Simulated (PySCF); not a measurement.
dihydroxy(hydroxysilyl)silane (H6O3Si2), SMILES O[SiH](O)[SiH2]O.

Geometry optimised at ωB97X-D3(BJ)/def2-SVP. Other conformers were not sampled.

Computed with SMD-M06-2X/6-31G* in PySCF.

Solvation free energies are E(SMD) − E(gas) at the gas-phase geometry, for 1 M in both phases. In vacuum the dipole moment is 1.42 D.

Computed solvation free energies in water, acetone, tetrahydrofuran:
```json
[
 {"solvent": "water", "ΔG(solv) (kcal/mol)": "-10.5", "its non-electrostatic (CDS) part": "3.3", "dipole (D)": "1.80"},
 {"solvent": "acetone", "ΔG(solv) (kcal/mol)": "-7.6", "its non-electrostatic (CDS) part": "-1.6", "dipole (D)": "1.63"},
 {"solvent": "tetrahydrofuran", "ΔG(solv) (kcal/mol)": "-6.2", "its non-electrostatic (CDS) part": "-1.7", "dipole (D)": "1.60"}
]
```
